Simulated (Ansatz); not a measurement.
Start from `C[CH2][Al]([OH])[SH]` and change one atom or group to get `C[CH2][Al]([OH])[OH]`.

Ansatz, PBE0-D4/def2-TZVP geometries, multiplicity 1. Each molecule was computed in one conformer, which needn't be the lowest.

```
                                                                                  property  `C[CH2][Al]([OH])[SH]`
                                                     HOMO energy (ωB97M-V/def2-TZVPP) / eV                   -9.78
                                                     LUMO energy (ωB97M-V/def2-TZVPP) / eV                    1.35
                                        size of the dipole moment (ωB97M-V/def2-TZVPP) / D                    0.90
                                                      HOMO–LUMO gap (PBE0/def2-TZVPP) / eV                    7.43
                                                         LUMO energy (PBE/def2-TZVPP) / eV                   -0.95
ideal-gas entropy at 298 K and 1 bar (rigid rotor, harmonic PBE0-D4/def2-TZVP) / J/(mol·K)                     383
```

(1) Give the same properties after the change, and the shifts. (Best estimate.)

Answers

(1) Ansatz gave: 
| property | `C[CH2][Al]([OH])[OH]` | shift |
| --- | --- | --- |
| HOMO energy (ωB97M-V/def2-TZVPP) / eV | -10.04 | -0.26 |
| LUMO energy (ωB97M-V/def2-TZVPP) / eV | 1.41 | 0.06 |
| size of the dipole moment (ωB97M-V/def2-TZVPP) / D | 1.42 | 0.52 |
| HOMO–LUMO gap (PBE0/def2-TZVPP) / eV | 7.72 | 0.29 |
| LUMO energy (PBE/def2-TZVPP) / eV | -0.88 | 0.07 |
| ideal-gas entropy at 298 K and 1 bar (rigid rotor, harmonic PBE0-D4/def2-TZVP) / J/(mol·K) | 368 | -15 |

With PBE0 the HOMO falls by 0.20 eV and the LUMO rises by 0.09 eV, so the gap widens by about 0.29 eV. PBE moves the HOMO by -0.12 eV and ωB97M-V by -0.26 eV. Dipoles are sizes alone; their direction can turn. Modes under 60 cm⁻¹, often nearly free rotors, make the harmonic entropy too high.
